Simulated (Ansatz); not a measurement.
C₄H₈Sn, SMILES `[SnH3][CH2]C1=CC1`, relaxed with RKS PBE0-D4/def2-TZVP in Ansatz from a PBE-D4/def2-SVP geometry. The force threshold is 0.005 eV/Å; the program also tests the step.

Charge 0, multiplicity 1. Sn: def2 effective core potential.

Start:

```xyz
13

Sn   -1.270    1.101   -1.283
C     0.305   -0.425   -1.031
C     0.528   -0.686    0.390
C     0.361   -1.399    1.483
C     1.118   -0.102    1.655
H    -1.548    1.349   -2.974
H    -0.768    2.582   -0.550
H    -2.714    0.533   -0.525
H    -0.025   -1.327   -1.584
H     1.206   -0.003   -1.522
H    -0.040   -2.280    1.993
H     2.220   -0.109    1.800
H     0.627    0.767    2.148
```

Problem. How much energy does the relaxation release, and in how many steps? (An estimate is asked.)

Solution. The calculation gave: 0.07 eV, in 6 steps, 1 of them rejected.

Problem. Which bonds change most? (Estimate.)

Solution. Ansatz gave: Sn1–C2 from 2.208 to 2.170 Å; C3–C4 from 1.315 to 1.293 Å; Sn1–H6 from 1.731 to 1.709 Å; Sn1–H7 from 1.727 to 1.705 Å.

Problem. Give the relaxed structure. (An estimate is asked.)

Solution. Ansatz gave: 
```xyz
13

Sn   -1.253    1.083   -1.263
C     0.297   -0.416   -1.025
C     0.518   -0.677    0.388
C     0.354   -1.376    1.463
C     1.108   -0.094    1.636
H    -1.522    1.336   -2.932
H    -0.760    2.544   -0.536
H    -2.680    0.514   -0.521
H    -0.024   -1.309   -1.564
H     1.190   -0.008   -1.503
H    -0.045   -2.242    1.963
H     2.191   -0.112    1.774
H     0.625    0.758    2.120
```
